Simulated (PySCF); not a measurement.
# Oscillator strengths, rates and cross-sections

Species: C₃H₁₂OSi₂.
SMILES: `CO[C@@H]([SiH3])C[SiH3]`

Level of theory: TDDFT wB97X-D/def2-SVPD, vertical, gas phase, core orbitals frozen in the response (PySCF 2.14.0, density-fitted response routines). Geometry: PBE0-D3(BJ)/def2-SVP, one conformer, isolated molecule. Torsions of this conformer, `[CH3:1][O:2][C@@H:3]([SiH3:4])[CH2:5][SiH3:6]`: C1–O2–C3–Si4 84°, O2–C3–C5–Si6 44°.

Computed singlets with f of 0.002 or more:

| state | λ (nm) | f |
| --- | --- | --- |
| S1 | 182.2 | 0.028 |
| S2 | 169.6 | 0.0080 |
| S3 | 165.2 | 0.049 |
| S4 | 159.0 | 0.057 |
| S5 | 156.5 | 0.050 |
| S6 | 155.0 | 0.122 |
| S7 | 150.6 | 0.028 |
| S8 | 148.8 | 0.065 |
| S9 | 146.8 | 0.019 |
| S10 | 145.9 | 0.014 |

Task: Give A, τ, |μ| and ∫σ dE for each state.

Result: Relations used (vacuum, state to state): A = 0.6670 f ν̃² s⁻¹ (ν̃ in cm⁻¹); τ = 1/A; f = (2/3) ΔE |μ|² in atomic units; ∫σ dE = 109.76 f Mb·eV.

```json
{"state": "S1", "A (s⁻¹)": "5.6×10⁷", "τ": "18 ns", "|μ| (D)": "1.04", "∫σ dE (Mb·eV)": "3.1"}
{"state": "S2", "A (s⁻¹)": "1.8×10⁷", "τ": "54 ns", "|μ| (D)": "0.54", "∫σ dE (Mb·eV)": "0.87"}
{"state": "S3", "A (s⁻¹)": "1.2×10⁸", "τ": "8.4 ns", "|μ| (D)": "1.31", "∫σ dE (Mb·eV)": "5.3"}
{"state": "S4", "A (s⁻¹)": "1.5×10⁸", "τ": "6.6 ns", "|μ| (D)": "1.39", "∫σ dE (Mb·eV)": "6.3"}
{"state": "S5", "A (s⁻¹)": "1.4×10⁸", "τ": "7.3 ns", "|μ| (D)": "1.29", "∫σ dE (Mb·eV)": "5.5"}
{"state": "S6", "A (s⁻¹)": "3.4×10⁸", "τ": "3 ns", "|μ| (D)": "2.00", "∫σ dE (Mb·eV)": "13"}
{"state": "S7", "A (s⁻¹)": "8.2×10⁷", "τ": "12 ns", "|μ| (D)": "0.94", "∫σ dE (Mb·eV)": "3.1"}
{"state": "S8", "A (s⁻¹)": "2.0×10⁸", "τ": "5.1 ns", "|μ| (D)": "1.43", "∫σ dE (Mb·eV)": "7.1"}
{"state": "S9", "A (s⁻¹)": "5.7×10⁷", "τ": "17 ns", "|μ| (D)": "0.76", "∫σ dE (Mb·eV)": "2"}
{"state": "S10", "A (s⁻¹)": "4.2×10⁷", "τ": "24 ns", "|μ| (D)": "0.65", "∫σ dE (Mb·eV)": "1.5"}
```

Leading configurations: S1 H→L (78%); S2 H→L+5 (32%); S3 H→L+3 (38%); S4 H→L+1 (28%); S5 H→L+3 (37%); S6 H→L+5 (47%); S7 H→L+7 (50%); S8 H→L+9 (30%); S9 H-1→L (42%); S10 H→L+8 (36%) (H = HOMO, L = LUMO).

Only emission to the ground state at the vertical energy is counted.

Task: What is the integrated cross-section of all computed states together?

Result: Σf = 0.438 over S1 to S10, so 109.76 × Σf ≈ 48.1 Mb·eV.

Task: By what factor does the largest A in the list exceed the smallest?

Result: S6 has 18 times the rate of S2.

Task: How much energy does a mole of photons resonant with S6 carry?

Result: 7.998 eV × 96.485 = 772 kJ/mol (184 kcal/mol).

All these states lie below the vertical ionisation energy of 9.12 eV (ΔSCF).

Hardware: one thread, Arm Neoverse V1, no GPU (shared host). Cost: 1.7 min.
